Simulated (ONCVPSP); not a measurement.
## Pt (Z = 78): ONCV pseudisation with LDA (Perdew-Zunger), fully relativistic reference atom.

Pt, optimised norm-conserving Vanderbilt (ONCV), made with ONCVPSP 4.0.1 (LDA (Perdew-Zunger), fully relativistic). Core [Kr] 4d10 4f14, reference 5s2 5p6 5d9 (charge +1). Waves: 5s: rc 1.50 bohr, ncon 3, nbas 8, qcut 7.1 1/bohr, 2 projectors, debl 2.6 Ha; 5p: rc 1.50 bohr, ncon 3, nbas 6, qcut 10.8 1/bohr, 2 projectors, debl 3.3 Ha; 5d: rc 1.90 bohr, ncon 4, nbas 9, qcut 7.2 1/bohr, 2 projectors, debl 1.5 Ha. Local part: polynomial inside 1.10 bohr (lpopt 5, dvloc0 0 Ha). Core correction: Teter function, fcfact 5.5, rcfact 1.7.

Open shells are filled in proportion to 2j + 1.

In the s channel the program set the typed energies aside and used -4.051, 0.250 Ha.

All-electron outer shells of the reference configuration (LDA (Perdew-Zunger), scalar-relativistic, ld1.x):

| shell | level (eV) | outermost node (bohr) | outermost maximum (bohr) |
| --- | --- | --- | --- |
| 4f | -78.77 | – | 0.38 |
| 5p | -64.62 | 0.53 | 0.98 |
| 5d | -14.59 | 0.57 | 1.26 |

Q: Does the generator finish with these settings?

A: Yes, a potential is produced and its reference levels are reproduced.

Q: Estimate the cutoffs (Ha) at which the residual kinetic energy of the hardest occupied pseudo-wave falls to 1 and 0.1 mHa per electron.

A: 35 Ha and 41 Ha.

Q: What does a ghost test show?

A: No bound ghost flagged; GHOST(+) flagged for s at 110.9 eV.

Q: Which valence shell sets the plane-wave cutoff?

A: 5p: 35 Ha for 1 mHa per electron, against 20 Ha for 5s.

Q: Tests: 5s2 5p6 5d9 6s1; 5s2 5p6 5d8; 5s2 5p6 5d7; 5s2 5p6 5d8 6s2. Which has the largest error in its energy relative to the reference configuration, and how large is it?

A: 5s2 5p6 5d7, with -34 meV (all-electron minus pseudo) on +52.79 eV.
